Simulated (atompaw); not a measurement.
Cutoff test, Si, PAW (atompaw)

- Element: silicon (Si)
- Generator: atompaw 4.2.0.5
- Type: PAW
- Functional: LDA (PW92)
- Relativity: non-relativistic
- Frozen core: [Ne]
- Valence charge: 4
- Reference configuration: 3s2 3p2
- Partial waves: 3s (bound): rc 1.75 bohr; 3s channel at 0.05 Ry: rc 1.50 bohr; 3p (bound): rc 1.75 bohr; 3p channel at 0.45 Ry: rc 1.75 bohr
- Local potential: troulliermartins scheme with l = 2 at 1 Ry, radius 1.20 bohr
- Core correction: smooth core density matched at 1.20 bohr
- Augmentation charge: gaussian compensation charge, radius 1.50 bohr; PAW radius 1.75 bohr; waves and projectors: custom polynom vanderbiltortho

The pseudo-atom Hamiltonian at the reference potential is diagonalised in spherical Bessel functions j_l(qr) that vanish at 20 bohr, with q² up to the cutoff. All-electron valence levels (Ry): 3s -0.7962, 3p -0.3066.

**Question.** How do the lowest levels (Ry) of each channel move with the cutoff, and are there ghosts?

**Answer.**

| cutoff (Ry) | s #1 | s #2 | s #3 | p #1 | p #2 | p #3 | d #1 | f #1 | Σ f·Δε (mRy) |
| --- | --- | --- | --- | --- | --- | --- | --- | --- | --- |
| 8 | -0.7710 | -0.0219 | 0.0759 | -0.3058 | 0.0270 | 0.1225 | 0.0566 | 0.1105 | 52.2 |
| 12 | -0.7912 | -0.0250 | 0.0735 | -0.3059 | 0.0270 | 0.1225 | 0.0564 | 0.1105 | 11.6 |
| 18 | -0.7960 | -0.0261 | 0.0726 | -0.3064 | 0.0270 | 0.1224 | 0.0563 | 0.1105 | 1.1 |
| 25 | -0.7963 | -0.0263 | 0.0724 | -0.3066 | 0.0269 | 0.1224 | 0.0562 | 0.1105 | 0.1 |
| 35 | -0.8704 | -0.7959 | -0.0263 | -1.3596 | -0.3066 | 0.0269 | 0.0562 | 0.1105 | 0.7 |
| 45 | -2.0830 | -0.7962 | -0.0263 | -2.2028 | -0.3066 | 0.0269 | 0.0561 | 0.1105 | 0.0 |
| 400 | -2.4558 | -0.7962 | -0.0263 | -2.6075 | -0.3066 | 0.0269 | 0.0561 | 0.1105 | 0.0 |

Result: ghost states, extra bound levels that the all-electron valence spectrum of the same l lacks: p at -35.5 eV, s at -33.4 eV (a true bound ghost makes a file unfit for plane-wave use); 10 mRy is reached at 35 Ry and 1 mRy at 35 Ry.
